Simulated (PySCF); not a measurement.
A structure optimised at B3LYP-D3(BJ)/def2-SVP, used in a PySCF frequency run:

```xyz
12

Si    -1.9850    -0.0836    -0.8234
C     -0.3321    -1.0278    -0.7630
C      0.2021    -1.1086     0.6305
C      1.0333    -0.2382     1.2133
Cl     1.6788     1.1603     0.3914
H     -2.4998    -0.0476    -2.2247
H     -1.7902     1.3076    -0.3299
H     -2.9909    -0.7696     0.0400
H     -0.4963    -2.0345    -1.1805
H      0.3747    -0.4989    -1.4223
H     -0.1448    -1.9343     1.2617
H      1.3772    -0.3308     2.2443
```
Charge 0, spin multiplicity 1.

### Question
Write its SMILES and formula.

### Answer
[SiH3]C/C=C\Cl, C₃H₇ClSi

### Question
What are its rotational constants (standard atomic weights)?

### Answer
5.6938, 1.5200, 1.3281 GHz
